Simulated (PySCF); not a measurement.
## AsP3S2Se: core ionisation energies

AsP3SSSe nortricyclane, AsP3S2Se.
Structure used (PBE0-D3(BJ)/def2-SVP), in Å, numbered top down from 1:
```
atom  x, y, z in Å
As1    1.2572   -0.7040    1.2121
S2    -0.5892    0.3756    1.9167
P3    -1.6043    0.8708    0.1522
P4    -1.0717   -0.7624   -1.3120
S5     0.1959   -2.0466   -0.2476
P6    -0.0224    1.2341   -1.4161
Se7    1.9263    0.9306   -0.3739
```

Level of theory: delta-SCF UKS SCAN, pcX-2 on the ionised atom, pcseg-1 elsewhere, spin-free X2C (PySCF 2.14.0). Binding energies are ΔSCF values: E(core-ionised, relaxed orbitals) − E(ground state) at a fixed geometry, referred to the vacuum level.

Question: Give the core binding energies atom by atom.

Answer: 
```tsv
atom(s)	bonded to	level	binding energy (eV)	2p1/2 (eV)	above the level's lowest (eV)	count
S2/S5	P and As	S 1s	2477.09	–	0.00	2
P3/P4	S and 2 P	P 1s	2150.44	–	+0.15	2
P6	Se and 2 P	P 1s	2150.29	–	0.00	1
P3/P4	S and 2 P	P 2p3/2	136.83	137.72	+0.11	2
P6	Se and 2 P	P 2p3/2	136.72	137.61	0.00	1
```

The 2 P 1s values lie within 0.15 eV of each other; Gaussian lines of 0.5 eV full width would blend them into one maximum.

The 2 P 2p3/2 values lie within 0.11 eV of each other.

Question: Which photon energy gives electrons from P 2p3/2 of P3/P4 a kinetic energy of 200 eV, and what is their de Broglie wavelength?

Answer: hν = 136.83 + 200 = 336.83 eV, recoil neglected; λ = 12.264 Å/√(E/eV) = 0.87 Å.

Question: Which effective nuclear charge Zeff reproduces each element's mean 1s value in the hydrogen-like formula E = 13.606 eV × Zeff²?

Answer: P (Z = 15): mean 2150.4 eV, Zeff = 12.57, Z − Zeff = 2.43; S (Z = 16): mean 2477.1 eV, Zeff = 13.49, Z − Zeff = 2.51. Means run over the listed sites, weighted by atom count.

The first atom of each set that the bonding makes equivalent was ionised and stands for the set. Not every level is listed. 2p3/2 and 2p1/2 are the ΔSCF energy of one spin-free 2p hole plus the eigenvalues of a spin–orbit and ligand-field matrix of the shell. 2p1/2 minus 2p3/2 (ligand field included): P 0.89 eV. No level of arsenic or selenium is listed. Isolated species at its PBE0-D3(BJ)/def2-SVP geometry (one conformer only).
